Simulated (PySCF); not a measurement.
From one molecule to another.

First species: C6H6NOP.
SMILES with atom numbers: `[CH3:1][c:2]1[cH:3][p:4][c:5]([CH:6]=[O:7])[cH:8][n:9]1` (hydrogens: H10, H11, H12 on C1; H13 on C3; H14 on C6; H15 on C8)

Geometry (GFN2-xTB, Å), atoms numbered from 1 in this order:
```xyz
15
C6H6NOP angstrom
C      2.629    0.124    0.408
C      1.173    0.053    0.072
C      0.764   -0.067   -1.247
P     -0.881   -0.163   -1.790
C     -1.651   -0.071   -0.214
C     -3.106   -0.116   -0.246
O     -3.735   -0.206   -1.272
C     -0.946    0.038    0.980
N      0.357    0.100    1.125
H      2.963   -0.850    0.763
H      2.782    0.837    1.214
H      3.226    0.405   -0.455
H      1.530   -0.100   -2.011
H     -3.606   -0.060    0.739
H     -1.504    0.084    1.911
```

Second species: C2H3Cl.
Z-matrix (Å and degrees, GFN2-xTB geometry), rows numbered from 1:
```
C 
C   1  1.3175
Cl  2  1.7205  1  122.91
H   1  1.0756  2  120.47  3   179.95
H   1  1.0759  2  122.26  3    -0.02
H   2  1.0789  1  123.91  3  -179.97
```

Levels: CAM-B3LYP/def2-SVPD for dipole moment, HOMO energy, LUMO energy, HOMO–LUMO gap, static isotropic polarisability and electronic spatial extent ⟨r²⟩ about the centre of nuclear charge; TDDFT CAM-B3LYP/def2-SVPD for lowest singlet excitation; TDA CAM-B3LYP/def2-SVPD for lowest triplet excitation (Tamm–Dancoff); GFN2-xTB for rotational constant A and rotational constant C. Geometries: GFN2-xTB. Each structure is a single optimised conformer of the isolated species, non-relativistic unless stated. Electronic properties by PySCF.

Dipoles, sizes and rotational constants follow the conformer. The torsions of the flexible species, by atom-mapped SMILES:
- `[CH3:1][c:2]1[cH:3][p:4][c:5]([CH:6]=[O:7])[cH:8][n:9]1`: P4–C5–C6–O7 0°

Values for the first species:

- Dipole moment: 3.09 D
- HOMO energy: -9.09 eV
- LUMO energy: -1.79 eV
- HOMO–LUMO gap: 7.30 eV
- Lowest singlet excitation: 3.56 eV
- Lowest triplet excitation (Tamm–Dancoff): 3.07 eV
- Static isotropic polarisability: 104.0 au
- Electronic spatial extent ⟨r²⟩ about the centre of nuclear charge: 1443 bohr²
- Rotational constant A: 3.622 GHz
- Rotational constant C: 0.762 GHz

Question: Estimate the same properties for the second species, and the change in each.

Answer: 
| property | first | second | second less first |
| --- | --- | --- | --- |
| dipole moment | 3.09 D | 1.50 D | -1.59 D |
| HOMO energy | -9.09 eV | -8.97 eV | +0.12 eV |
| LUMO energy | -1.79 eV | 0.82 eV | +2.61 eV |
| HOMO–LUMO gap | 7.30 eV | 9.79 eV | +2.49 eV |
| lowest singlet excitation | 3.56 eV | 6.90 eV | +3.34 eV |
| lowest triplet excitation (Tamm–Dancoff) | 3.07 eV | 4.23 eV | +1.16 eV |
| static isotropic polarisability | 104.0 au | 39.7 au | -64.3 au |
| electronic spatial extent ⟨r²⟩ about the centre of nuclear charge | 1443 bohr² | 243 bohr² | -1200 bohr² |
| rotational constant A | 3.622 GHz | 57.985 GHz | +54.363 GHz |
| rotational constant C | 0.762 GHz | 5.516 GHz | +4.754 GHz |

On the first: The polarisability is 15.41 Å³ as a volume (1 au = 0.148185 Å³), or 1.44 au for each of the 72 electrons. No computed singlet falls in the visible range (750 to 380 nm, 1.65 to 3.26 eV); S1 lies 0.30 eV above its blue end. GFN2-xTB frequencies show an imaginary mode (51i cm⁻¹), so this geometry is no minimum at that level.

On the second: S1 lies 2.89 eV below the HOMO–LUMO gap; its leading configuration is HOMO→LUMO, weight 0.96. The 8 singlets span 6.90 to 8.81 eV, and their oscillator strengths add up to 0.35.
